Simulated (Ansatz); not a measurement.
Ansatz (a first-principles code) input (LC-wPBE/def2-TZVPD):

Ansatz 0.2 input:
```yaml
crystal:
  periodic: [false, false, false]
  atoms:
    - {symbol: B, position_ang: [0.27170777, -0.54499076, 0.28582818]}
    - {symbol: O, position_ang: [0.88498575, 0.13843838, -0.76103193]}
    - {symbol: H, position_ang: [0.32900649, 0.91856016, -1.04963488]}
    - {symbol: O, position_ang: [-0.94804612, -0.01195205, 0.69469437]}
    - {symbol: H, position_ang: [-1.18306239, 0.79450303, 0.15119445]}
basis:
  gaussian:
    orbitals: def2-TZVPD
hamiltonian:
  xc: {name: LC-wPBE}
total_charge: -1
output: {forces: true}
```

End of the output:

```
integrals: 0.04 GiB planned
635 factors; their error is unknown
integrals: 0.07 GiB planned
284 factors; integrals over basis functions are off by at most 4.0e-5 eV
mean field: 0.42 GiB planned
mean field evaluation 1: about -4801.3545 eV, gradient 2.2e1 eV
mean field evaluation 2: about -4802.1292 eV, gradient 1.8e1 eV
mean field evaluation 4: about -4802.6642 eV, gradient 1.1e0 eV
mean field evaluation 8: about -4802.6612 eV, gradient 3.1e-1 eV
mean field evaluation 16: about -4802.6615 eV, gradient 2.5e-4 eV
mean field -4802.66145687 eV, -176.4945531789 hartree, gradient 3.4e-5 eV, S^2 0.000000; 0 other end points of the search recorded, 0 dependent functions left out
the calculation of the forces begins
reference -4802.66145687 eV, -176.4945531791 hartree; 12, 12 occupied and 123, 123 virtual orbitals, 635 factors
Total energy: -4802.66145687 eV, -176.4945531791 hartree
Atom 0 at     0.271708    -0.544991     0.285828 Å, force     0.139162    -0.279131     0.146394 eV/Å
Atom 1 at     0.884986     0.138438    -0.761032 Å, force    -0.360652     0.668187    -0.330578 eV/Å
Atom 2 at     0.329006     0.918560    -1.049635 Å, force     0.381938    -0.521166     0.185218 eV/Å
Atom 3 at    -0.948046    -0.011952     0.694694 Å, force    -0.307767     0.672526    -0.372578 eV/Å
Atom 4 at    -1.183062     0.794503     0.151194 Å, force     0.147318    -0.540415     0.371544 eV/Å
Dipole moment:    -0.475441     0.953639    -0.500149 e Å
```
